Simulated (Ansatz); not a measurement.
C3H8OSi can be A, `O[SiH]1CCC1`, or B, `CC1(O)C[SiH2]1`.

Program: Ansatz. Geometries: PBE0-D4/def2-TZVP. ΔE: electronic, gas phase. CBS: MP2 limit from def2 TZ/QZ plus the TZ coupled-cluster correction, frozen cores. DFT in def2-TZVPP. B3LYP here is the variant with VWN-RPA as its local correlation; programs differ in this. One conformer a species, not always the lowest.

Task: Which is lower in electronic energy at CCSD(T)/CBS, and by how much? (Best estimate.)

Result: The calculation gave: A, by 244.0 kJ/mol.

Task: Give E(B) − E(A) in kJ/mol with ωB97M-V, B3LYP-D4, CCSD/def2-TZVPP, B3LYP, CCSD(T)/def2-TZVPP, r2SCAN-D4, PBE-D4. (Estimate.)

Result: The calculation gave: ωB97M-V 242.3, B3LYP-D4 233.6, CCSD/def2-TZVPP 246.3, B3LYP 233.9, CCSD(T)/def2-TZVPP 241.6, r2SCAN-D4 233.2, PBE-D4 220.3. None reverses the order clearly.

Largest T1 diagnostic: 0.012.

From PBE to PBE0 (25 % exact exchange), in def2-TZVPP and without D4, E(B) − E(A) moves by +13.9 kJ/mol. In def2-TZVPP, CCSD(T) changes the Hartree–Fock value by −17.1 kJ/mol (the triples alone add −4.7 kJ/mol) and MP2 by −8.3 kJ/mol.
